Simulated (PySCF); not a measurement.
## Lu³⁺ (lutetium, charge +3) across methods

[Xe] 4f14, closed-shell 1S. Calculation: PySCF 2.14, in cc-pwCVTZ-X2C (12s11p9d7f4g1h, 186 functions); the spin-free X2C one-electron Hamiltonian (Gaussian nucleus).

```json
{"method": "LDA", "E (hartree)": "-14552.20", "mean ε 5s (eV)": "-87.771", "mean ε 5p (eV)": "-58.320", "mean ε 4f (eV)": "-36.562", "Σ⟨r²⟩ (bohr²)": "31.91", "⟨S²⟩": "0.000"}
{"method": "r2SCAN", "E (hartree)": "-14561.93", "mean ε 5s (eV)": "-89.057", "mean ε 5p (eV)": "-58.968", "mean ε 4f (eV)": "-36.134", "Σ⟨r²⟩ (bohr²)": "31.74", "⟨S²⟩": "0.000"}
{"method": "PBE0", "E (hartree)": "-14561.59", "mean ε 5s (eV)": "-90.846", "mean ε 5p (eV)": "-60.062", "mean ε 4f (eV)": "-39.557", "Σ⟨r²⟩ (bohr²)": "31.76", "⟨S²⟩": "0.000"}
{"method": "PBE", "E (hartree)": "-14561.83", "mean ε 5s (eV)": "-87.453", "mean ε 5p (eV)": "-58.007", "mean ε 4f (eV)": "-36.187", "Σ⟨r²⟩ (bohr²)": "31.91", "⟨S²⟩": "0.000"}
{"method": "UHF", "E (hartree)": "-14556.81312", "mean ε 5s (eV)": "-99.595", "mean ε 5p (eV)": "-64.938", "mean ε 4f (eV)": "-48.751", "Σ⟨r²⟩ (bohr²)": "31.56", "⟨S²⟩": "0.000"}
```

Spin-orbit coupling, which splits the p, d and f shells strongly at this Z, is absent.
